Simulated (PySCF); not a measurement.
C5H9ClSi2.
Atom-mapped SMILES: `[CH3:1][C:2]1=[CH:3][SiH2:4][CH:5]=[CH:6][Si@@H:7]1[Cl:8]`

NICS = −σ at a ghost point: NICS(0) at the centroid of the ring atoms, NICS(1) 1 Å to either side along the normal of their mean plane, zz for the tensor component along that normal. Level: GIAO PBE0/pcSseg-1 (PySCF, non-relativistic, gas phase) on the GFN2-xTB geometry, one conformer.

Ring bond lengths (Å), with Mayer bond orders in brackets: C2–C3 1.335 (1.91), C3–Si4 1.876 (0.91), Si4–C5 1.882 (0.89), C5–C6 1.331 (1.94), C6–Si7 1.878 (0.90), Si7–C2 1.891 (0.84).

Question: What do the NICS probes read (ppm)?

Answer: 
```
               ring                                                        type  NICS(0)  NICS(1), two faces  NICS(1)zz, two faces  rms pucker (Å)  centre to ring atoms, mean (Å)
C2–C3–Si4–C5–C6–Si7  6-membered ring with 2 Si; formal bonds 2 double, 4 single      0.3         -1.3 / -1.1             4.0 / 3.5            0.10                            1.70
```

Question: What can be read from them?

Answer: 
- C2–C3–Si4–C5–C6–Si7: mean NICS(1)zz 3.8 ppm, deshielded. Si4, Si7 have four or more neighbours; no verdict on aromaticity is drawn.

Question: At the second NICS(1) probe listed for ring C2–C3–Si4–C5–C6–Si7, 1 Å off the ring, what do the in-plane components average?

Answer: The isotropic value is a third of the trace: (3 × -1.1 − (3.5))/2 = -3.4 ppm.

Question: List the ring angles and the Hirshfeld charges of the ring atoms.

Answer: 
- C2–C3–Si4–C5–C6–Si7: C2 122.1° (-0.073 e), C3 126.1° (-0.140 e), Si4 109.5° (+0.329 e), C5 124.4° (-0.122 e), C6 124.2° (-0.135 e), Si7 110.7° (+0.351 e); sum 717.0° against 720° for a flat convex ring.
